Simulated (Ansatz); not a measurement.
`[F][GeH2][CH2][GaH2]` and `[CH3][GeH2][F]` differ in one atom or group.

Ansatz, PBE0-D4/def2-TZVP geometries, multiplicity 1. Each molecule was computed in one conformer, which needn't be the lowest. `[F][GeH2][CH2][GaH2]` holds a close contact that its SMILES doesn't draw: Ga···F 2.25 Å.

Scalar relativity is left out up to krypton.

```tsv
property	`[F][GeH2][CH2][GaH2]`
HOMO energy (PBE0/def2-TZVPP) / eV	-7.79
HOMO–LUMO gap (ωB97M-V/def2-TZVPP) / eV	10.69
HOMO–LUMO gap (B3LYP/def2-TZVPP) / eV	6.34
zero-point energy (PBE0-D4/def2-TZVP) / kJ/mol	153.8
HOMO–LUMO gap (PBE0/def2-TZVPP) / eV	6.81
HOMO–LUMO gap (PBE/def2-TZVPP) / eV	4.82
```

Problem. What does the change do to each property? (An estimate is asked.)

Solution. Ansatz gave: 
| property | `[CH3][GeH2][F]` | shift |
| --- | --- | --- |
| HOMO energy (PBE0/def2-TZVPP) / eV | -9.08 | -1.29 |
| HOMO–LUMO gap (ωB97M-V/def2-TZVPP) / eV | 13.55 | 2.86 |
| HOMO–LUMO gap (B3LYP/def2-TZVPP) / eV | 8.98 | 2.64 |
| zero-point energy (PBE0-D4/def2-TZVP) / kJ/mol | 143.2 | -10.6 |
| HOMO–LUMO gap (PBE0/def2-TZVPP) / eV | 9.48 | 2.67 |
| HOMO–LUMO gap (PBE/def2-TZVPP) / eV | 7.15 | 2.33 |

With PBE0 the HOMO falls by 1.29 eV and the LUMO rises by 1.37 eV, so the gap widens by about 2.66 eV. PBE moves the HOMO by -1.03 eV and ωB97M-V by -1.39 eV. The zero-point energy changes by -10.6 kJ/mol with -6 modes.

Positive LUMOs are unbound, so they and the gaps depend on the basis.

B3LYP here is the variant with VWN-RPA as its local correlation; programs differ in this.
